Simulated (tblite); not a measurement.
Species: C7H15OP.
SMILES with atom numbers: `[OH:1][CH2:2][P:3]1[CH2:4][CH2:5][CH2:6][CH2:7][CH2:8][CH2:9]1` (hydrogens: H10 on O1; H11, H12 on C2; H13, H14 on C4; H15, H16 on C5; H17, H18 on C6; H19, H20 on C7; H21, H22 on C8; H23, H24 on C9)

Geometry (GFN2-xTB, Å), atoms numbered from 1 in this order:
```
atom  x, y, z in Å
O1     3.484   -0.813    0.815
C2     2.760   -0.030   -0.102
P3     1.071    0.425    0.582
C4     0.353    1.047   -1.022
C5    -1.039    1.654   -0.846
C6    -1.888    0.943    0.207
C7    -2.032   -0.570    0.004
C8    -1.108   -1.387    0.910
C9     0.366   -1.297    0.533
H10    3.584   -0.315    1.634
H11    2.665   -0.632   -1.012
H12    3.304    0.895   -0.350
H13    0.323    0.210   -1.727
H14    1.035    1.799   -1.429
H15   -0.940    2.699   -0.543
H16   -1.558    1.639   -1.808
H17   -1.443    1.127    1.190
H18   -2.876    1.408    0.209
H19   -1.845   -0.829   -1.040
H20   -3.060   -0.862    0.229
H21   -1.242   -1.052    1.942
H22   -1.409   -2.438    0.865
H23    0.957   -1.890    1.238
H24    0.525   -1.712   -0.469
```

Computed with GFN2-xTB (tblite): harmonic, unscaled wavenumbers at the GFN2-xTB geometry, gas phase. Against measured fundamentals such values can be off by several per cent, at times by over 20. One conformer, not necessarily the lowest.

Harmonic wavenumbers (cm⁻¹): 74.2, 107.2, 144.3, 166.7, 196.8, 232.1, 287.5, 305.0, 321.6, 361.9, 370.9, 476.0, 478.4, 673.5, 693.4, 713.7, 753.3, 801.5, 827.4, 836.9, 874.2, 939.4, 950.1, 988.0, 1035.6, 1046.7, 1061.7, 1100.5, 1111.9, 1119.7, 1148.9, 1161.7, 1182.4, 1207.0, 1238.3, 1251.1, 1257.8, 1269.7, 1286.0, 1311.5, 1340.6, 1347.9, 1351.7, 1367.8, 1434.4, 1443.4, 1449.0, 1479.4, 1489.7, 1492.2, 1499.4, 2841.9, 2911.6, 2922.3, 2930.8, 2943.0, 2944.1, 2947.9, 2948.4, 2958.8, 2962.3, 2970.9, 2976.9, 2982.8, 2989.5, 3532.6.

A = 2373, B = 944.5, C = 747.0 MHz; mass 146.086 u (most abundant isotopes); point group C1, symmetry number 1.

Task: What is the zero-point energy?

Result: Half the sum of the wavenumbers: 45912 cm⁻¹ = 549.23 kJ/mol.

Task: What is S at 350 K and 1 bar for an ideal gas of classical rigid rotors and harmonic oscillators?

Result: Translation 174.35, rotation 126.02, vibration 140.39: S = 440.8 J/(mol K).

Task: And Cp and H(350 K) − H(0)?

Result: Cp = 202.63 J/(mol K), of which vibrations give 169.38 (their classical limit is 66 R = 548.8); H(350 K) − H(0) = 39.38 kJ/mol without the zero-point energy, 27.74 from vibrations.

Task: Which modes carry the vibrational entropy at 350 K?

Result: 74.2 cm⁻¹: 18.22; 107.2 cm⁻¹: 15.19; 144.3 cm⁻¹: 12.78; 166.7 cm⁻¹: 11.62; 196.8 cm⁻¹: 10.30; 232.1 cm⁻¹: 9.01 J/(mol K); the other 60 give 63.26 together.

Task: How do the functions run with temperature in this model?

Result: 
| T (K) | S (J/(mol K)) | Cp (J/(mol K)) | H − H(0) (kJ/mol) | G − H(0) (kJ/mol) | ln q(vib) |
| --- | --- | --- | --- | --- | --- |
| 50 | 242.1 | 48.7 | 1.90 | -10.20 | 0.20 |
| 100 | 284.4 | 76.3 | 5.03 | -23.41 | 1.04 |
| 298.15 | 410.6 | 174.2 | 29.61 | -92.81 | 5.95 |
| 373.15 | 454.1 | 215.1 | 44.22 | -125.24 | 7.98 |
| 500 | 526.0 | 277.4 | 75.58 | -187.44 | 11.53 |
| 750 | 656.6 | 365.9 | 156.82 | -335.62 | 18.65 |
| 1000 | 770.4 | 424.0 | 256.04 | -514.32 | 25.53 |

q(vib) and H(0) count from the zero-point level.

Task: Blend soft modes into free rotors: weight 1/[1 + (100 cm⁻¹/ν̃)⁴] for the oscillator and the rest for a rotor with moment μB/(μ + B), μ = h/(8π²ν), B = 10⁻⁴⁴ kg m². What vibrational entropy results?

Result: 135.39 J/(mol K) in place of 140.39, which changes −T·S at 350 K by +1.75 kJ/mol.

Task: What must be added to the electronic energy to get the Gibbs energy at 350 K and 1 bar?

Result: ZPE + [H(350 K) − H(0)] − T·S = 549.23 + 39.38 − 154.26 = 434.35 kJ/mol.

Hindered rotation and anharmonicity are outside this model. Other conformers, if any are populated, would add a mixing term that is left out. The structure is chiral; the term R ln 2 for an equal mix with its mirror image is left out.
